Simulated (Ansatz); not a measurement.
Job for Ansatz (a quantum-chemistry and plane-wave program): R-SVWN5/def2-TZVPP on HfTe, 2S+1 = 1, a spin state set in the input, which need not be the lowest, a point of a bond scan (R = 2.520 Å). Elements past Kr take the def2 small-core potentials; no spin–orbit coupling.

Ansatz 0.2 input:
```yaml
crystal:
  periodic: [false, false, false]
  atoms:
    - {symbol: Hf, position_ang: [0.00000000, 0.00000000, 0.00000000]}
    - {symbol: Te, position_ang: [0.00000000, 0.00000000, 2.52044500]}
basis:
  gaussian:
    orbitals: def2-TZVPP
    pivot_positions_ang: [[0.00000000, 0.00000000, 0.00000000], [0.00000000, 0.00000000, 2.52044500]]
hamiltonian:
  xc: {name: SVWN5}
output: {forces: true, orbitals: {seedname: ./end}}
```

Program output:

```
WARN ansatz: RAYON_NUM_THREADS=1 ignored (pool sized by the plan → 1); use --threads N
Functional definition: SVWN5
integrals: 0.03 GiB planned
744 factors; their error is unknown
mean field: 0.26 GiB planned
mean field evaluation 1: about -8583.5057 eV, gradient 2.6e1 eV
mean field evaluation 2: about -8532.9812 eV, gradient 1.2e2 eV
mean field evaluation 4: about -8583.8059 eV, gradient 2.4e1 eV
mean field evaluation 8: about -8585.6305 eV, gradient 5.8e-2 eV
mean field evaluation 16: about -8585.5029 eV, gradient 5.1e-5 eV
mean field evaluation 32: about -8585.5028 eV, gradient 1.1e-1 eV
mean field -8585.50290564 eV, -315.5114123193 hartree, gradient 4.7e-5 eV, S^2 0.000000; 4 other end points of the search recorded, 0 dependent functions left out
the calculation of the forces begins
reference -8585.50293257 eV, -315.5114133092 hartree; 18, 18 occupied and 88, 88 virtual orbitals, 744 factors
Total energy: -8585.50293257 eV, -315.5114133092 hartree
Atom 0 at     0.000000     0.000000     0.000000 Å, force    -0.000000    -0.000000     0.289455 eV/Å
Atom 1 at     0.000000     0.000000     2.520445 Å, force     0.000000     0.000000    -0.289455 eV/Å
Dipole moment:    -0.000000    -0.000000    -0.753030 e Å
```

Self-consistency was reached.

Cost: roughly 2.6 core-seconds.
